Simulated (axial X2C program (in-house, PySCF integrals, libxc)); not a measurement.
## Spin–orbit effects down a group: molecules with Au (ions), CCSD(T)

Computed with an axial X2C code built on PySCF integrals, spin-free (one-electron X2C) or two-component (2c: spin–orbit coupling with atomic mean-field Coulomb and Gaunt terms, which also bring small scalar terms), in Dyall basis sets with cores contracted in-house; open shells are unrestricted.

Basis sets: Au dyall-acv3z, H dyall-av3z, Li dyall-av3z, Na dyall-av3z. Frozen shells (counts by l): AuH⁻ Au 5s4p2d1f, H none, 13 electrons correlated; LiAu⁻ Au 5s4p2d1f, Li 1s, 13 electrons correlated; NaAu⁻ Au 5s4p2d1f, Na 2s1p, 13 electrons correlated. Coupled cluster in natural virtuals with an MP2 remainder. Where the outer core of a metal is frozen, bonds come out longer and ionisation energies lower.

| molecule | spin-free state | Re (Å) | ωe (cm⁻¹) | De (eV) | 2c state | Re 2c (Å) | ωe 2c (cm⁻¹) | De 2c (eV) |
| --- | --- | --- | --- | --- | --- | --- | --- | --- |
| AuH⁻ | M_S = 1/2, Λ = 0 | 1.634 | 1727.9 | 1.55 | Ω = 1/2 | 1.628 | 1743.1 | 1.59 |
| LiAu⁻ | M_S = 1/2, Λ = 0 | 2.447 | 346.8 | 1.35 | Ω = 1/2 | 2.443 | 347.7 | 1.36 |
| NaAu⁻ | M_S = 1/2, Λ = 0 | 2.807 | 169.0 | 1.03 | Ω = 1/2 | 2.806 | 169.4 | 1.03 |

**Question.** Work out the shifts from the spin-free to the two-component result.

**Answer.** 

| molecule | 2c state | ΔRe (Å) | Δωe (cm⁻¹) | ΔDe (eV) |
| --- | --- | --- | --- | --- |
| AuH⁻ | Ω = 1/2 | -0.006 | noise | 0.04 |
| LiAu⁻ | Ω = 1/2 | -0.004 | noise | 0.01 |
| NaAu⁻ | Ω = 1/2 | -0.001 | noise | 0.00 |

Shifts of one unit in the last digit are rounding. Where the truncated virtual spaces of the two runs make Δωe unreliable it is marked noise.

Fragments in 2c: Au- + H, Au- + Li, Au- + Na. Each entry is the lowest single determinant of a limited PBE0 search at one distance. De goes to single-determinant-based atoms at the same level (for ions the charge split of lowest energy) and is withheld (n/a) where an atom does not fit its ground term or J level. Main or longest-lived isotopes.
